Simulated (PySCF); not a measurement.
Computed shifts of a molecule C3H9ClOSi, PBE/pcSseg-1 in PySCF, GIAO, gas phase, atoms alike by connectivity averaged where their shifts nearly agree, in ppm (number of nuclei): ¹³C: 71.7 (1), 31.8 (1), 28.7 (1). ²⁹Si: 4.1 (1). ¹H: 5.74 (1), 5.40 (1), 2.13 (1), 1.82 (6). References: ¹³C against TMS (σ = 182.0 ppm); ¹⁷O against H2O (σ = 334.3 ppm); ²⁹Si against TMS (σ = 335.4 ppm); ³⁵Cl against HCl (σ = 936.5 ppm); ¹H against TMS (σ = 31.49 ppm), references at their B3LYP-D3(BJ)/def2-TZVP geometries, non-relativistic (without spin–orbit terms, shifts of atoms bonded to Cl or Br come out too high). Geometry: PBE-D3(BJ)/def2-SVP. One conformer was computed; it need not be the lowest.

Q: Identify the compound among the candidates.
A) CC(C)(O)[SiH2]Cl
B) C[C@@H](O)C[SiH2]Cl
C) C[Si](C)(Cl)CO
D) CCC[Si@@H](O)Cl

A: A, CC(C)(O)[SiH2]Cl
